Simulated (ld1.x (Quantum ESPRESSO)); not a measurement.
Results of a calculation; reference values are marked as such.
## Potentials for carbon compared

Generated with ld1.x 7.5 (TM, RRKJ, ultrasoft, PAW), atompaw 4.2 or ONCVPSP 4.0.1. The cutoff is in Ry: for ld1.x and atompaw files where the sum of valence levels is converged to 10 mRy in a Bessel basis, for ONCV files where the hardest occupied wave has 1 mHa per electron of residual kinetic energy. The error is the largest all-electron minus pseudo excitation energy over each file’s own four to seven test configurations (ionisations up to +4, promotions, holes and added fractions of an electron), all of which were solved. The labels leave out finer settings (local radius, basis sizes, second energies), which also bear on the numbers. Spin-polarised tests are not counted. The rows are a selection from randomly drawn settings: files with unsolved tests, undetermined cutoffs or missed reference levels are left out.

```csv
potential,cutoff (Ry),largest error (meV),bound ghosts
"ultrasoft, PBEsol, scalar-relativistic, rc 0.95/2.70/3.10 (spd), local smoothed, core correction no, reference 2s2 2p2",35,-884,none
"TM, PW91, scalar-relativistic, rc 0.75/2.15 (sp), local s, core correction no, reference 2s2 2p0",140,+901,none
"TM, PBEsol, scalar-relativistic, rc 0.75/2.10/2.10 (spd), local smoothed, core correction yes, reference 2s2 2p2",140,+583,none
"TM, PBE, non-relativistic, rc 0.95/2.10/2.20 (spd), local s, core correction yes, reference 2s1.5 2p2.5",35,+384,none
"TM, LDA (PZ), scalar-relativistic, rc 0.75/2.15 (sp), local smoothed, core correction yes, reference 2s1 2p0",120,+1251,none
"TM, PW91, scalar-relativistic, rc 1.25/1.45/1.55 (spd), local s, core correction no, reference 2s2 2p1",45,+234,none
"ultrasoft, PBE, non-relativistic, rc 1.25/2.45/1.90 (spd), local smoothed, core correction yes, reference 2s1 2p3",12,+294,none
"TM semilocal, PBE, scalar-relativistic, rc 0.90/1.60 (sp), local p, core correction yes, reference 2s2 2p2",55,+249,none
```

(1) Fill in the row for C: RRKJ, PBE, scalar-relativistic, rc 1.10/1.75/1.65 (spd), local smoothed, core correction yes, reference 2s2 2p2.

Answers

(1) cutoff 55 Ry, largest error +427 meV, bound ghosts: none.
